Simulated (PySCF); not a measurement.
CH₃O (SMILES C=[OH+]), charge +1, singlet, geometry from GFN2-xTB; CCSD(T)/STO-3G (PySCF).

Here is a job for PySCF.
```python
from pyscf import gto, scf, cc

mol = gto.M(
    atom='''
C    -0.58152487    0.19211987    0.00229310
O     0.54730089   -0.27552580    0.00069148
H    -1.41942885   -0.51991072    0.03534883
H    -0.82073869    1.26382584   -0.02663036
H     1.35090961    0.30757208   -0.02800891
''',
    basis='sto-3g',
    charge=1,
    verbose=4,
)

mf = scf.RHF(mol)
mf.kernel()

mycc = cc.CCSD(mf, frozen=2)
mycc.kernel()
et = mycc.ccsd_t()
print('E(CCSD(T)) = %.10f' % (mycc.e_tot + et))
```

Output, abridged:

```
PySCF version 2.14.0

[INPUT] verbose = 4
[INPUT] num. atoms = 5
[INPUT] num. electrons = 16
[INPUT] charge = 1
[INPUT] spin (= nelec alpha-beta = 2S) = 0
[INPUT] symmetry False subgroup None
[INPUT] Mole.unit = angstrom
[INPUT] Symbol           X                Y                Z      unit          X                Y                Z       unit  Magmom
[INPUT]  1 C     -0.581524870000   0.192119870000   0.002293100000 AA   -1.098922738923   0.363053937387   0.004333330976 Bohr   0.0
[INPUT]  2 O      0.547300890000  -0.275525800000   0.000691480000 AA    1.034248789831  -0.520668302252   0.001306707821 Bohr   0.0
[INPUT]  3 H     -1.419428850000  -0.519910720000   0.035348830000 AA   -2.682331779806  -0.982488870025   0.066799607524 Bohr   0.0
[INPUT]  4 H     -0.820738690000   1.263825840000  -0.026630360000 AA   -1.550971343934   2.388284706748  -0.050324086999 Bohr   0.0
[INPUT]  5 H      1.350909610000   0.307572080000  -0.028008910000 AA    2.552849181943   0.581226994763  -0.052929168948 Bohr   0.0

nuclear repulsion = 37.3453602502914
number of shells = 9
number of NR pGTOs = 39
number of NR cGTOs = 13
basis = sto-3g
ecp = {}

******** <class 'pyscf.scf.hf.RHF'> ********
method = RHF
initial guess = minao
damping factor = 0
level_shift factor = 0
DIIS = <class 'pyscf.scf.diis.CDIIS'>
diis_start_cycle = 1
diis_space = 8
diis_damp = 0
SCF conv_tol = 1e-09
SCF conv_tol_grad = None
SCF max_cycles = 50
direct_scf = True
direct_scf_tol = 1e-13
Set gradient conv threshold to 3.16228e-05
Initial guess from minao.
init E= -113.281190118157
  HOMO = -0.33902378591532  LUMO = 0.0894474178987116  gap/eV = 11.65930
cycle= 1 E= -112.645629277989  delta_E= 0.636  |g|= 0.401  |ddm|= 2.56
  HOMO = -0.775544162894774  LUMO = -0.184655513765809  gap/eV = 16.07890
cycle= 2 E= -112.693502701343  delta_E= -0.0479  |g|= 0.179  |ddm|= 0.642
  HOMO = -0.803400745974942  LUMO = -0.137556950423488  gap/eV = 18.11853
cycle= 3 E= -112.701546160638  delta_E= -0.00804  |g|= 0.022  |ddm|= 0.199
  HOMO = -0.793949191711662  LUMO = -0.120758964137904  gap/eV = 18.31844
cycle= 4 E= -112.701769172556  delta_E= -0.000223  |g|= 0.00521  |ddm|= 0.0367
  HOMO = -0.796203399984732  LUMO = -0.122782018434323  gap/eV = 18.32473
cycle= 5 E= -112.701782611848  delta_E= -1.34e-05  |g|= 0.00136  |ddm|= 0.0109
  HOMO = -0.796348354126143  LUMO = -0.122658314288273  gap/eV = 18.33204
cycle= 6 E= -112.70178403805  delta_E= -1.43e-06  |g|= 0.000274  |ddm|= 0.00402
  HOMO = -0.79638485087817  LUMO = -0.122634566646882  gap/eV = 18.33368
cycle= 7 E= -112.701784090444  delta_E= -5.24e-08  |g|= 3.16e-05  |ddm|= 0.000816
  HOMO = -0.796384452001961  LUMO = -0.122638707370881  gap/eV = 18.33356
cycle= 8 E= -112.701784090895  delta_E= -4.51e-10  |g|= 4.34e-06  |ddm|= 6.54e-05
  HOMO = -0.796384907903643  LUMO = -0.122638442663187  gap/eV = 18.33358
Extra cycle  E= -112.701784090904  delta_E= -9.04e-12  |g|= 1.55e-06  |ddm|= 7.94e-06
converged SCF energy = -112.701784090904

******** <class 'pyscf.cc.ccsd.CCSD'> ********
CC2 = 0
CCSD nocc = 6, nmo = 11
frozen orbitals 2
max_cycle = 50
direct = 0
conv_tol = 1e-07
conv_tol_normt = 1e-05
diis_space = 6
diis_start_cycle = 0
diis_start_energy_diff = 1e+09
Init t2, MP2 energy = -112.810740916846  E_corr(MP2) -0.108956825942643
Init E_corr(CCSD) = -0.108956825943645
cycle = 1  E_corr(CCSD) = -0.122272891025888  dE = -0.0133160651  norm(t1,t2) = 0.0604239
cycle = 2  E_corr(CCSD) = -0.130155042913292  dE = -0.00788215189  norm(t1,t2) = 0.0247726
cycle = 3  E_corr(CCSD) = -0.134283656647684  dE = -0.00412861373  norm(t1,t2) = 0.013308
cycle = 4  E_corr(CCSD) = -0.135302744448133  dE = -0.0010190878  norm(t1,t2) = 0.003733
cycle = 5  E_corr(CCSD) = -0.135123289214902  dE = 0.000179455233  norm(t1,t2) = 0.0010547
cycle = 6  E_corr(CCSD) = -0.135121739788039  dE = 1.54942686e-06  norm(t1,t2) = 0.000148326
cycle = 7  E_corr(CCSD) = -0.13511987478292  dE = 1.86500512e-06  norm(t1,t2) = 5.65602e-05
cycle = 8  E_corr(CCSD) = -0.135119893948166  dE = -1.91652459e-08  norm(t1,t2) = 1.44152e-05
cycle = 9  E_corr(CCSD) = -0.135119892260692  dE = 1.68747416e-09  norm(t1,t2) = 4.40716e-06
CCSD converged
E(CCSD) = -112.8369039831642  E_corr = -0.135119892260692
CCSD(T) correction = -0.00352754386608306
E(CCSD(T)) = -112.8404315270
```
